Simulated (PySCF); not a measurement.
Coordinates in bohr (charge 1 multiplicity 4):
```
Ru   -1.5193    0.0002    0.0000
Br    0.9809   -0.0001    3.4466
Br    0.9809   -0.0001   -3.4466
```

Computed with UPBE0 in PySCF with Ru def2-TZVP with ECP28, Br def2-TZVP; scalar-relativistic core potentials, no spin–orbit coupling; density-fitted integrals.

This geometry of [RuBr2]+ is a stationary point at this level.

(1) What is the point group?

(2) Is it a minimum?

(3) Give the atomic charges and bond orders.

(4) Give the ideal-gas entropy at 298.15 K and 1 bar by parts.

Answers

(1) C2v.

(2) Yes: all harmonic wavenumbers are real.

(3) 
```csv
atom,Mulliken,Löwdin,polar tensor,spin (Mulliken),Mayer order to Ru1
Ru1,0.94,0.16,1.24,2.53,–
"Br2,3",0.03,0.42,-0.12,0.23,1.47
```

(4) translation 178.2, rotation 115.1, vibration 27.1, spin 11.5; total 331.9 J/(mol K).

Only a few start shapes were tried, so a lower isomer may exist. Open d and f shells are described by one determinant, and the ground state may have another occupation or spin. At this level a sextet minimum of C2v symmetry lies 5 kJ/mol below this structure.
